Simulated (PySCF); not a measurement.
Species: C2H7GeNO.
Bonds: C1–N2, N2–Ge3, N2–C4, C4–O5 (double). Hydrogens: H6, H7, H8 on C1; H9, H10, H11 on Ge3; H12 on C4.

Computed, not measured: PBE0-D3(BJ)/def2-SVP geometry optimisation, gas phase (PySCF).

What internal coordinates does the optimisation give?

| bond | length (bohr) | order |
| --- | --- | --- |
| C1–N2 | 2.736 | single |
| N2–Ge3 | 3.554 | single |
| N2–C4 | 2.557 | single |
| C4=O5 | 2.296 | double |
| C1–H6, C1–H7, C1–H8 | 2.081 | single |
| Ge3–H9, Ge3–H10, Ge3–H11 | 2.901 | single |
| C4–H12 | 2.112 | single |

Bonds in one row agree within 0.02 bohr and their mean is given. Orders are formal, as drawn. A selection of angles:
| angle | degrees |
| --- | --- |
| N2–C1–H6 | 109.5 |
| N2–C1–H7 | 111.9 |
| H6–C1–H7 | 107.4 |
| C1–N2–Ge3 | 126.1 |
| C1–N2–C4 | 121.2 |
| Ge3–N2–C4 | 112.7 |
| N2–Ge3–H9 | 102.6 |
| N2–Ge3–H10 | 109.9 |
| H9–Ge3–H10 | 110.7 |
| N2–C4–O5 | 122.9 |
| N2–C4–H12 | 114.6 |
| O5–C4–H12 | 122.5 |

Dihedral angles: C1–N2–C4–O5 180° (antiperiplanar).

The 5 heavy atoms lie in one plane (0.001 Å rms). Ge3 (germanium bonded to N and 3 H) is distorted tetrahedral (angles from 102.6° to 112.3°). N2 (amide nitrogen) is planar (angles 126.1°, 121.2° and 112.7°, sum 360.0°, 0.00 Å off the plane of its three neighbours). Of the pairs four or more bonds apart, H6···H9 is among the closest relative to their van der Waals radii: 2.52 Å, 105 % of the sum of Bondi's values. The 2 C–N bonds span 1.353 Å (N2–C4, drawn single) to 1.448 Å (C1–N2, drawn single), a spread of 0.095 Å.

Point group: Cs (every atom within 0.08 Å of its image). No frequency check. One conformer, not necessarily the lowest.
